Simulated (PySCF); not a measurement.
# WSe₂⁺: from structure and modes to constants

Computed with PySCF, UPBE0, basis W def2-SVP with ECP60, Se def2-SVP (scalar-relativistic core potentials, no spin–orbit coupling, density fitting).

The doublet minimum has C2v symmetry. Masses (u): W 183.95093, Se 79.91652.

```xyz
3
charge 1 multiplicity 2, angstrom
W     0.0000    0.0000   -0.6257
Se    1.7640    0.0000    0.7217
Se   -1.7640    0.0000    0.7217
```

Harmonic wavenumbers (cm⁻¹): 133.4 (a1, ×1), 356.2 (a1, ×1), 363.2 (b2, ×1).

(1) What is the harmonic zero-point energy?

(2) Find the vibrational entropy and heat capacity at 298.15 K.

(3) Give the standard entropy (298.15 K, 1 bar) by its translational, rotational, vibrational and spin parts, and Cp.

Results:

(1) Half the sum of all 3 wavenumbers, 853/2 = 426 cm⁻¹, which is 5.1 kJ/mol (1 cm⁻¹ = 0.0119627 kJ/mol).

(2) With u = 1.43878 ω/T, each mode gives S = R[u/(eᵘ−1) − ln(1−e⁻ᵘ)] and C = R u² eᵘ/(eᵘ−1)².
```csv
ω (cm⁻¹),u,S (J/(mol K)),C (J/(mol K))
133.4,0.644,12.12,8.03
356.2,1.719,4.76,6.54
363.2,1.753,4.64,6.48
```
The sums over all modes are S = 21.5 and C = 21.0 J/(mol K); the softest mode gives 56 % of the entropy.

(3) Sackur–Tetrode with M = 343.78 u gives 181.7; rotation with symmetry number 2 gives 116.5; vibration 21.5; spin R ln 2 = 5.8. The total is 325.5 J/(mol K), and Cp = 4 R + 21.0 = 54.3 J/(mol K).

Only a few start shapes were tried, so a lower isomer may exist. With open d or f shells other occupations or spin states may lie lower. Spin–orbit coupling, left out here, can matter for elements this heavy.
